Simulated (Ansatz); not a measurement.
Species: C₆H₁₄, net charge 0, singlet state. 
Coordinates optimised at B3LYP-D3(BJ)/def2-TZVP (Ansatz, a first-principles code):
SMILES: CCC(C)CC
```xyz
20

C      2.5388     0.0853    -0.5139
C      1.1010     0.4969    -0.8210
C      0.0332    -0.1998     0.0331
C      0.1805     0.1423     1.5166
C     -1.3673     0.1411    -0.4938
C     -2.5061    -0.6419     0.1547
H      2.8412     0.3744     0.4936
H      3.2360     0.5543    -1.2106
H      2.6624    -0.9974    -0.5997
H      0.9961     1.5813    -0.7011
H      0.8905     0.2870    -1.8741
H      0.1742    -1.2830    -0.0808
H      1.1646    -0.1313     1.8975
H     -0.5578    -0.3796     2.1258
H      0.0468     1.2165     1.6763
H     -1.3829    -0.0407    -1.5728
H     -1.5406     1.2156    -0.3649
H     -2.3419    -1.7188     0.0635
H     -2.6093    -0.4113     1.2159
H     -3.4600    -0.4109    -0.3231
```

Basis-set convergence of Hartree-Fock and CCSD correlation energies (hartree) with Ansatz. Cores are frozen in the correlated levels unless marked. No spin-orbit coupling. No relativistic terms.

```json
[
 {"basis": "aug-cc-pVDZ", "functions": "264", "E(HF)": "-235.38926", "E(corr, CCSD)": "-0.99897"},
 {"basis": "aug-cc-pVTZ", "functions": "598", "E(HF)": "?", "E(corr, CCSD)": "?"}
]
```

Problem. Some entries are withheld; supply them.

Solution. 
- aug-cc-pVTZ, E(HF): -235.44831
- aug-cc-pVTZ, E(corr, CCSD): -1.15686
